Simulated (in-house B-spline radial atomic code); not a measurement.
Configurations of the gallium ion Ga⁴⁺, with energies counted from [Ar] (3d3/2)4 (3d5/2)5. Computed with a B-spline radial code for spherical atoms: Dirac-Hartree-Fock, average of each configuration as written, Fermi nucleus of rms radius 3.9973 fm. Energies include first-order Breit, QED and recoil terms.

Occupations are held fixed; configurations that lie above the ionisation limit could autoionise.

| configuration | E - E(ref) (eV) | highest orbital | its <r> (bohr) |
| --- | --- | --- | --- |
| [Ar] (3d3/2)2 (3d5/2)6 4s1 | 27.664 | 4s1/2 | 1.796 |
| [Ar] (3d3/2)4 (3d5/2)4 (5p3/2)1 | 60.898 | 5p3/2 | 4.002 |
| [Ar] (3d3/2)3 (3d5/2)5 (4f7/2)1 | 64.764 | 4f7/2 | 3.512 |
| [Ar] (3d3/2)2 (3d5/2)6 6s1 | 69.172 | 6s1/2 | 5.973 |
| [Ne] 3s2 (3p1/2)2 (3p3/2)3 (3d3/2)3 (3d5/2)6 (4d5/2)1 | 143.89 | 4d5/2 | 2.622 |
| [Ne] 3s2 (3p1/2)1 (3p3/2)4 (3d3/2)4 (3d5/2)5 (5d3/2)1 | 161.08 | 5d3/2 | 4.912 |

Order these further configurations by energy, lowest first.
A. [Ar] (3d3/2)3 (3d5/2)5 (4p3/2)1
B. [Ar] (3d3/2)2 (3d5/2)6 (5g7/2)1
C. [Ar] (3d3/2)3 (3d5/2)6
D. [Ar] (3d3/2)4 (3d5/2)4 (7g9/2)1
E. [Ar] (3d3/2)3 (3d5/2)5 (6g9/2)1

C (0.43692 eV), A (38.754 eV), B (72.744 eV), E (76.807 eV), D (78.615 eV).

How far above the reference does [Ne] 3s2 (3p1/2)1 (3p3/2)4 (3d3/2)4 (3d5/2)5 7s1 lie?

168.34 eV; its least bound orbital is 7s1/2 with <r> = 8.948 bohr.
